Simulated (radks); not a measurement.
Mn, configuration [Ar] 3d5 4s2. All-electron calculation, scalar-relativistic Kohn-Sham, r2SCAN, spin-polarised, spherical densities, finite nucleus; open shells are filled with parallel spins first; meta-GGA in the generalised Kohn-Sham scheme; Fermi nuclear charge, rms radius 3.7057 fm. Program: a radial shooting solver on a logarithmic mesh with Libxc functionals. Some entries of the table are withheld. Estimate them.

orbital,occ.,eigenvalue (hartree),<r^2> (bohr^2)
1s down,1,-237.0957,0.004991
1s up,1,-237.0946,0.004991
2s up,1,-27.65993,0.09207
2s down,1,-27.56126,0.09157
2p up,3,-23.36640,0.07524
2p down,3,-23.29118,0.07471
3s up,1,-3.34424,0.8354
3s down,1,-3.09932,0.8430
3p up,3,(1),0.9622
3p down,3,(2),0.9786
3d up,5,-0.31998,(3)
4s up,1,-0.21163,10.12
4s down,1,-0.16745,13.37
3d down,0,-0.10063,(4)

Answer. 
(1) 3p up eigenvalue (hartree): -2.14780
(2) 3p down eigenvalue (hartree): -1.90384
(3) 3d up <r^2> (bohr^2): 1.851
(4) 3d down <r^2> (bohr^2): 3.194
